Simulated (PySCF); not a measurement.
**SMILES CCn1cccc1, C$_{6}$H$_{9}$N**

Molfile (atoms numbered from 1):
```
C6H9N
     RDKit          3D

 16 16  0  0  0  0  0  0  0  0999 V2000
   -2.2146    0.1309    0.5277 C   0  0  0  0  0  0  0  0  0  0  0  0
   -1.4000   -0.2003   -0.7125 C   0  0  0  0  0  0  0  0  0  0  0  0
    0.0270   -0.1243   -0.4952 N   0  0  0  0  0  0  0  0  0  0  0  0
    0.7849    1.0096   -0.6108 C   0  0  0  0  0  0  0  0  0  0  0  0
    2.0732    0.7138   -0.2167 C   0  0  0  0  0  0  0  0  0  0  0  0
    2.0896   -0.6561    0.1599 C   0  0  0  0  0  0  0  0  0  0  0  0
    0.8107   -1.1407   -0.0197 C   0  0  0  0  0  0  0  0  0  0  0  0
   -3.2917    0.0600    0.3138 H   0  0  0  0  0  0  0  0  0  0  0  0
   -1.9796   -0.5633    1.3481 H   0  0  0  0  0  0  0  0  0  0  0  0
   -1.9990    1.1514    0.8774 H   0  0  0  0  0  0  0  0  0  0  0  0
   -1.6345   -1.2151   -1.0690 H   0  0  0  0  0  0  0  0  0  0  0  0
   -1.6540    0.4850   -1.5357 H   0  0  0  0  0  0  0  0  0  0  0  0
    0.3462    1.9375   -0.9727 H   0  0  0  0  0  0  0  0  0  0  0  0
    2.9137    1.4050   -0.2128 H   0  0  0  0  0  0  0  0  0  0  0  0
    2.9452   -1.2293    0.5114 H   0  0  0  0  0  0  0  0  0  0  0  0
    0.3951   -2.1328    0.1463 H   0  0  0  0  0  0  0  0  0  0  0  0
  1  2  1  0
  2  3  1  0
  3  4  1  0
  4  5  2  0
  5  6  1  0
  6  7  2  0
  7  3  1  0
  1  8  1  0
  1  9  1  0
  1 10  1  0
  2 11  1  0
  2 12  1  0
  4 13  1  0
  5 14  1  0
  6 15  1  0
  7 16  1  0
M  END
```

Computed, not measured: quadratic response CAM-B3LYP/aug-cc-pVDZ first hyperpolarisability, Taylor convention, gas phase in PySCF. Geometry: PBE0-D3(BJ)/def2-SVP.

Q: Give β for the processes computed.

A: In au, Taylor convention; the vector part is βᵢ = ⅓ Σⱼ (βᵢⱼⱼ + βⱼᵢⱼ + βⱼⱼᵢ); β∥ is 3/5 of the vector part along the dipole, the dipole points from − to +:
| process | λ (nm) | β vector norm | β∥ | β HRS | depolarisation ratio |
| --- | --- | --- | --- | --- | --- |
| static β(0;0,0) | ∞ | 15.6 | -8.7 | 28.2 | 1.58 |
| second harmonic β(−2ω;ω,ω) | 1907 | 18.8 | -10.3 | 30.2 | 1.60 |
| Pockels β(−ω;ω,0) | 1907 | 16.6 | -9.2 | – | – |
| second harmonic β(−2ω;ω,ω) | 1064 | 27.9 | -14.9 | 35.8 | 1.67 |
| Pockels β(−ω;ω,0) | 1064 | 19.0 | -10.4 | – | – |

Q: Which lowest excitations, dipole and polarisabilities go with it?

A: S1 5.33 eV (f = 0.003); S2 5.75 eV (f = 0.076); S3 5.77 eV (f = 0.034); dipole 2.27 D; isotropic α 79.8 au static, 80.0 au at 1907 nm, 80.6 au at 1064 nm, 80.8 au at 953.5 nm, 83.3 au at 532 nm.
